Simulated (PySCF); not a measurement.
Correlation energy of Rb⁺ (rubidium, charge +1)

[Kr], closed-shell 1S. Calculation: PySCF 2.14, in jorge-DZP-DKH (8s6p2d, 36 functions); the spin-free X2C one-electron Hamiltonian (Gaussian nucleus). Frozen: [Ar] 3d10 4s2; 6 electrons correlated.

Total MP2 correlation energy: -67.04 mhartree.

Same-spin part -20.66 and opposite-spin part -46.38 mhartree; SCS-MP2 scales them by 1/3 and 6/5 to -62.55 mhartree.

```
  level  correlation energy (mhartree)
   CCSD                         -74.53
    (T)                          -0.03
CCSD(T)                         -74.56
```

Diagnostics: T1 = 0.00016, D1 = 0.0002, largest double amplitude 0.042.

Task: Is a single reference adequate?

Result: Yes, within this model without spin-orbit coupling: T1 lies below 0.03 and no double amplitude reaches 0.07.
